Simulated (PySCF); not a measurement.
**Bond energies at PBE0/def2-TZVPP beside a composite method**

PySCF, lowest determinants of a PBE0 search. The composite is CCSD(T) extrapolated to the basis-set limit from two correlation-consistent sets, with core-valence (CV) and scalar-relativistic (SR) terms as its label shows; it has no spin–orbit coupling and nothing beyond (T).

```
species  state (unpaired electrons)  De PBE0 (eV)  De composite (eV)              composite  dissociates to
    AsS               doublet (π ↑)          3.96               3.80        CCSD(T)/CBS(DT)          As + S
    SbI              triplet (π ↑↑)          2.42               2.20        CCSD(T)/CBS(DT)          Sb + I
   GeBr               doublet (π ↑)          3.71               3.53        CCSD(T)/CBS(DT)         Ge + Br
   NaBr      singlet (closed shell)          3.71               3.78     CCSD(T)/CBS(DT)+CV         Na + Br
    BeI               doublet (σ ↑)          2.87               2.61     CCSD(T)/CBS(TQ)+CV          Be + I
     O2              triplet (π ↑↑)          5.40               5.19  CCSD(T)/CBS(TQ)+CV+SR           O + O
     KH      singlet (closed shell)          1.66               1.84        CCSD(T)/CBS(TQ)           K + H
     BI      singlet (closed shell)          3.76               3.75     CCSD(T)/CBS(TQ)+CV           B + I
```

Does PBE0 bind more or less than the composite, by how much on average, and where is the difference largest?

PBE0/def2-TZVPP binds more on average, method and basis taken together: the mean signed difference is +0.10 eV and the mean absolute one 0.16 eV; it is largest for BeI (+0.26 eV).

The molecules are drawn from runs that passed checks on state, spin purity and fit, so the hardest cases are missing and the errors look smaller than over all diatomics.

Correlated steps freeze the inner cores (2 to 13 orbitals); shallow outer-core shells are correlated. These are scalar-relativistic numbers at best; spin–orbit coupling would shift them, the dissociation energy most. Where the molecule has an RHF reference, its open-shell atoms are computed with UHF. The CCSD T1 diagnostic is raised in BI, a sign that a single reference may not be enough there. States were picked by a PBE0 search and need not be the measured ground states.
